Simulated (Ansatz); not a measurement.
Start from `C[SiH2]NC=S` and change one atom or group to get `C[SiH2]N`.

Ansatz, PBE0-D4/def2-TZVP geometries, multiplicity 1. Each molecule was computed in one conformer, which needn't be the lowest.

| property | `C[SiH2]NC=S` |
| --- | --- |
| HOMO energy (PBE/def2-TZVPP) / eV | -5.20 |
| size of the dipole moment (B3LYP/def2-TZVPP) / D | 3.35 |
| LUMO energy (B3LYP/def2-TZVPP) / eV | -1.43 |
| HOMO energy (B3LYP/def2-TZVPP) / eV | -6.13 |
| HOMO–LUMO gap (ωB97M-V/def2-TZVPP) / eV | 9.40 |
| HOMO–LUMO gap (B3LYP/def2-TZVPP) / eV | 4.70 |

What does the change do to each property? (Estimate.)

Computed: 
```
                                        property  `C[SiH2]N`  shift
               HOMO energy (PBE/def2-TZVPP) / eV       -5.79  -0.59
size of the dipole moment (B3LYP/def2-TZVPP) / D        1.49  -1.86
             LUMO energy (B3LYP/def2-TZVPP) / eV        0.38   1.81
             HOMO energy (B3LYP/def2-TZVPP) / eV       -6.97  -0.84
         HOMO–LUMO gap (ωB97M-V/def2-TZVPP) / eV       11.69   2.29
           HOMO–LUMO gap (B3LYP/def2-TZVPP) / eV        7.34   2.64
```

With PBE0 the HOMO falls by 0.81 eV and the LUMO rises by 1.92 eV, so the gap widens by about 2.73 eV. PBE moves the HOMO by -0.59 eV and ωB97M-V by -0.99 eV. Dipoles are sizes alone; their direction can turn.

B3LYP here is the variant with VWN-RPA as its local correlation; programs differ in this.
